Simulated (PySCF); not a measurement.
CH4BClFN. Atoms are numbered in the order given.

```xyz
9

B      0.2243    -0.1056     0.0000
Cl    -0.3617    -1.7829     0.0000
F      1.5412     0.1042     0.0000
N     -0.6721     0.9611     0.0000
C     -0.3109     2.3643     0.0000
H     -1.6660     0.7594     0.0000
H     -0.6958     2.8859     0.8929
H     -0.6958     2.8859    -0.8929
H      0.7835     2.4548     0.0000
```

Coordinates come from a r2SCAN-D4/def2-SVP optimisation. This is a generated structure with no PubChem entry under its InChIKey; it may be hypothetical. One conformer was computed; it need not be the lowest.

Method: PBE/def2-TZVP (PySCF).

Symmetry labels are those of the subgroup Cs that the program uses (full group Cs).

Computed valence orbital energies around the gap with their symmetry:
```tsv
orbital	symmetry	energy (eV)
HOMO−7	A"	-11.20
HOMO−6	A'	-10.79
HOMO−5	A"	-10.55
HOMO−4	A'	-9.60
HOMO−3	A'	-9.10
HOMO−2	A"	-8.10
HOMO−1	A'	-7.61
HOMO	A"	-6.49
LUMO	A'	-0.03
LUMO+1	A"	-0.03
LUMO+2	A'	1.03
LUMO+3	A'	1.11
```
